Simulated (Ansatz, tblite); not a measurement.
Spin states of Sn2H3 (the lowest doublet isomer of a short search), each relaxed with PBE0-D4/def2-TZVP in Ansatz. Electronic energies in the gas phase.

In the def2 sets Sn takes a core potential; there is no spin–orbit coupling. The xTB rows come from tblite. B3LYP takes the VWN-RPA correlation. Correlated methods freeze 8 core orbitals; core or outer-core shells of Sn are correlated, in sets that lack core-valence functions. The structure comes from a short search, and lower isomers may exist.

Doublet geometry (Cs within 0.1 Å):

```xyz
5

Sn   -1.3953   -1.2287    1.0577
Sn    0.7189    0.1049   -0.1239
H    -2.4233   -0.0742    0.1889
H     2.3950   -0.2557    0.0725
H     0.7047    1.4537   -1.1952
```

Quartet geometry (Cs within 0.1 Å):

```xyz
5

Sn   -1.4577    0.6915   -0.8786
Sn    0.8087    0.5069    0.7244
H    -2.1653   -0.6345   -1.7417
H     2.2110    0.0153   -0.1538
H     0.6032   -0.5792    2.0497
```

⟨S²⟩: doublet 0.75 at PBE0-D4/def2-TZVP (pure 0.75), quartet 3.76 at PBE0-D4/def2-TZVP (pure 3.75).

Only these spin states were relaxed.

```tsv
level	quartet − doublet (kJ/mol)	lowest of these
GFN2-xTB	262.0	doublet
HF/def2-TZVP	49.1	doublet
LDA (SPW92)/def2-TZVP	150.3	doublet
r2SCAN-D4/def2-TZVP	114.9	doublet
B97M-V/def2-TZVP	142.9	doublet
r2SCANh-D4/def2-TZVP	111.4	doublet
r2SCAN0-D4/def2-TZVP	106.0	doublet
MP2/def2-TZVP	126.2	doublet
MP2/def2-TZVPP	127.5	doublet
```

(1) Estimate the rows for GFN1-xTB, HF/def2-TZVPP, PBE-D4/def2-TZVP, B3LYP-D4/def2-TZVP, PBE0-D4/def2-TZVP, RPA@PBE/def2-TZVP, CCSD/def2-TZVPP, CCSD(T)/def2-TZVPP.

Results:

(1) 
```csv
level,quartet − doublet (kJ/mol),lowest of these
GFN1-xTB,310.7,doublet
HF/def2-TZVPP,49.0,doublet
PBE-D4/def2-TZVP,137.4,doublet
B3LYP-D4/def2-TZVP,142.8,doublet
PBE0-D4/def2-TZVP,123.9,doublet
RPA@PBE/def2-TZVP,133.5,doublet
CCSD/def2-TZVPP,116.7,doublet
CCSD(T)/def2-TZVPP,123.0,doublet
```

The xTB methods have no term that favours high spin, so they put low spin too low.
